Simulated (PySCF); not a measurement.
CH$_{7}$FN$_{3}$Nb (SMILES C[N]=[Nb]([NH2])([NH2])[F]), singlet, at a GFN2-xTB geometry (such geometries of metal compounds can be far from the true shape) (core potentials on Nb). Base run: PySCF with DF-HF/def2-SVP.

Here is a job for PySCF.
```python
from pyscf import gto, scf

mol = gto.Mole()
mol.atom = '''
    Nb   -0.15784722    0.09029390    0.26531268
    N     0.80800727   -0.49432567   -1.09655918
    C     1.67131531   -1.04679827   -2.06774546
    H     1.34897868   -0.76363955   -3.07638902
    H     2.69647913   -0.68563531   -1.91255176
    H     1.67415209   -2.14236731   -1.99362600
    F     0.42517029   -0.56858093    1.94845894
    N    -1.97513030   -0.51118664   -0.21889167
    H    -2.77729967   -0.27823852    0.37152640
    H    -2.31958734   -1.04568755   -1.01353813
    N     0.01578584    2.04972426    0.09398888
    H     0.53390688    2.62606565   -0.56572682
    H    -0.47995758    2.67598743    0.73306189
'''
mol.basis = 'def2-svp'
mol.ecp = {'Nb': 'def2-svp'}
mol.verbose = 4
mol.build()

mf = scf.RHF(mol)
mf = mf.density_fit(auxbasis='def2-universal-jkfit')
mf.kernel()
```

Each row names what was changed in the base input (with any setting that the change needs).

```json
[
 {"change": "base", "basis functions": "136", "E (Eh)": "-360.98554", "HOMO (eV)": "-10.07", "HOMO-LUMO gap (eV)": "12.13", "dipole (D)": "2.57"},
 {"change": "basis = LANL2DZ", "basis functions": "81", "E (Eh)": "-360.53040", "HOMO (eV)": "-10.30", "HOMO-LUMO gap (eV)": "11.99", "dipole (D)": "2.99"},
 {"change": "basis = def2-SV(P)", "basis functions": "108", "E (Eh)": "-360.91793", "HOMO (eV)": "-10.19", "HOMO-LUMO gap (eV)": "12.29", "dipole (D)": "2.62"},
 {"change": "basis = def2-SVPD", "basis functions": "193", "E (Eh)": "-361.00865", "HOMO (eV)": "-10.15", "HOMO-LUMO gap (eV)": "11.74", "dipole (D)": "2.48"},
 {"change": "basis = def2-TZVP", "basis functions": "237", "E (Eh)": "-361.36301", "HOMO (eV)": "-10.08", "HOMO-LUMO gap (eV)": "11.79", "dipole (D)": "2.48"}
]
```

Totals compare only among sets that treat the same electrons; sets with core potentials leave the core out.
